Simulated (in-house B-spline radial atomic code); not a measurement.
P. Computed with a B-spline radial atomic code. Model: non-relativistic spherical atom: semilocal Troullier-Martins pseudo-atom, one channel per l, against all electrons, high spin, G0W0 and RPA with empty states to l = 8, local potential for every l without a channel, a model core (radius 0 = none) keeps its share of the functional.

What the tables leave out is listed at the end.

The pseudopotential gives back the lowest level of each angular momentum of its own functional in the configuration it was made in; a second state of the same l is only approximately right. Exact exchange, RPA and GW see the smooth pseudo-orbitals and miss the exchange with the core, for which the functional's share stands in. The column with an uncorrelated core keeps all orbitals and exact exchange, and so separates missing core correlation from pseudisation. Only the three outermost levels and the lowest empty one were computed. RPA here is direct RPA, with no exchange kernel, and its energies carry an (l + 1/2)⁻⁴ tail. A hybrid on a potential with a model core restores only its own semilocal share of the core's exchange.

Command:
```bash
python run_psgw.py task.json out
```
Settings (lengths in bohr, energies in hartree):
```
Z                      15
electrons              15
configuration          [Ne] 3s2 3p3
generated_in           [Ne] 3s2 3p3
functional             pbe,pbe
core_shells            1
radius_factor          0.9
core_correction        True
```

Time taken, with all properties: 26 s on 1 thread of Arm Neoverse N1 (shared host).

Given: made with PBE; model core radius 0.151 bohr; local radius 0.398 bohr; mean-field start PBE.

Valence shells of the generating configuration: 2s, 2p, 3s, 3p.

Channel: s 0.38, p 0.5 (radii in bohr).

Computed: largest level miss in the spin-unpolarised generating configuration 0.035 eV; valence RPA correlation energy all-electron orbitals -0.73094 hartree; valence RPA correlation energy pseudo -0.72559 hartree; pseudo-atom RPA polarisability 23.434 bohr³.

| level | occupied | mean-field all-electron (eV) | mean-field pseudo minus all (eV) | G0W0 all-electron (eV) | G0W0 uncorrelated core minus all (eV) | G0W0 pseudo minus all (eV) | exchange self-energy all-electron (eV) | exchange self-energy pseudo (eV) |
| --- | --- | --- | --- | --- | --- | --- | --- | --- |
| 3p up | 1 | -6.2938 | 0.035 | -10.093 | 0.004 | 0.08 | -16.823 | -16.598 |
| 3p down (empty) | 0 | -3.7374 | 0.034 | -1.0975 | 0.004 | 0.057 | -3.8341 | -3.6524 |

(1) What is the all-electron RPA polarisability, core included?

Given: mean-field start PBE0.

Computed: valence RPA correlation energy pseudo -0.69116 hartree; all-electron RPA polarisability, core included 19.574 bohr³; pseudo-atom RPA polarisability 19.78 bohr³.

```tsv
level	occupied	mean-field all-electron (eV)	mean-field pseudo minus all (eV)	G0W0 all-electron (eV)	G0W0 uncorrelated core minus all (eV)	G0W0 pseudo minus all (eV)	exchange self-energy all-electron (eV)	exchange self-energy pseudo (eV)
3p up	1	-7.5331	0.049	-10.456	0.004	0.087	-16.846	-16.613
3s down	1	-13.139	-0.066	-16.159	0.002	-0.111	-15.349	-15.089
3p down (empty)	0	-2.664	0.036	-0.78832	0.003	0.051	-3.5106	-3.35
```

(2) What is the valence RPA correlation energy all-electron orbitals?

Results:

(1) 23.237 bohr³.

(2) -0.69643 hartree.

Among the listed levels the largest G0W0 shift of the pseudo-atom is -0.11 eV, for 3s down on the PBE0 start, while leaving the core uncorrelated moves that level by +0.00 eV. The rest, -0.11 eV, comes from pseudisation and the lost core exchange. Not in the tables (levels of low weight, unsolved or above zero; the highest and the empty levels are kept at any weight): on PBE the G0W0 levels 3s down (pseudo minus all -0.09 eV, weights 0.74 and 0.74), 3s up (pseudo minus all +0.05 eV, weights 0.07 and 0.07); on PBE0 the G0W0 levels 3s up (pseudo minus all -0.21 eV, weights 0.12 and 0.33); no Hartree-Fock pseudo-atom is run with a model core.
